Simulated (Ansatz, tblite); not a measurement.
Cost and result up the ladder for Li₂Br₂ (the lowest singlet isomer of a short search) (4 atoms). Total charge 0; singlet. Geometry: PBE0-D4/def2-TZVP.

```xyz
4

Li    0.412    1.214   -0.382
Li   -0.412   -1.214    0.382
Br   -1.832    0.526   -0.304
Br    1.832   -0.526    0.305
```

Ansatz on 2 threads of Arm Neoverse V1 on a shared host; xTB runs through tblite on one thread. Times are rough, summed over both states, and most runs start from the orbitals of an earlier one. PBE-QIDH/def2-TZVP serves as the yardstick here, not as an exact answer. Differences are given only for rows in sets of like size (and for xTB, whose basis is part of the method), since another set adds its own error. The other state is a quintet at its own geometry, which has other bonds, so the gap mixes isomer and spin.

The xTB rows come from tblite. LC-ωPBE has ω = 0.4 bohr⁻¹. B3LYP takes the VWN-RPA correlation. HSE06 is defined as in plane-wave codes, on full-range PBE exchange. Correlated methods freeze 18 core orbitals; core or outer-core shells of Li, Br are correlated, in sets that lack core-valence functions. HOMO above LUMO, or a gap near zero within one spin, warns that the state may not be the lowest or that an electron is smeared out. In the quintet geometry the species has come apart into loosely held pieces. At PBE0-D4/def2-TZVP a singlet of charge 0 lies 10.33 eV below the quintet, each at its own geometry. The structure comes from a short search, and lower isomers may exist.

Run but left out: LDA (SPW92)/def2-TZVP (quintet: an occupied level 0.07 eV above an empty one).

Correlated methods converge slowly with the basis (MP2 moves by 0.44 eV from def2-TZVP to def2-QZVPP here).

xTB has no spin-polarisation term.

| level | functions | wall time | quintet − singlet (eV) | difference from PBE-QIDH/def2-TZVP (eV) | remarks |
| --- | --- | --- | --- | --- | --- |
| GFN2-xTB | 26 | 0.008 s | 11.11 | 0.42 | – |
| HF/STO-3G | 46 | 0.9 s | 10.69 | – | – |
| revPBE-D4/def2-TZVP | 124 | 9.6 s | 9.83 | -0.87 | – |
| BLYP-D4/def2-TZVP | 124 | 9.9 s | 10.04 | -0.65 | gap within one spin near zero (quintet) |
| RPA@PBE/def2-TZVP | 124 | 13 s | 9.59 | -1.11 | – |
| LC-ωPBE/def2-TZVP | 124 | 13 s | 10.53 | -0.17 | – |
| HSE06-D4/def2-TZVP | 124 | 13 s | 10.34 | -0.36 | – |
| B3LYP-D4/def2-TZVP (with forces) | 124 | 15 s | 10.27 | -0.43 | – |
| BHLYP-D4/def2-TZVP | 124 | 15 s | 10.29 | -0.40 | – |
| PBE-QIDH/def2-TZVP | 124 | 18 s | 10.70 | 0.00 | – |
| PBE0-D4/def2-TZVP | 124 | 22 s | 10.33 | -0.36 | – |
| r2SCAN-D4/def2-TZVP (with forces) | 124 | 26 s | 10.60 | -0.09 | – |
| B97M-V/def2-TZVP | 124 | 46 s | 10.71 | 0.01 | – |
| MP2/def2-QZVPP | 248 | 71 s | 11.18 | – | – |
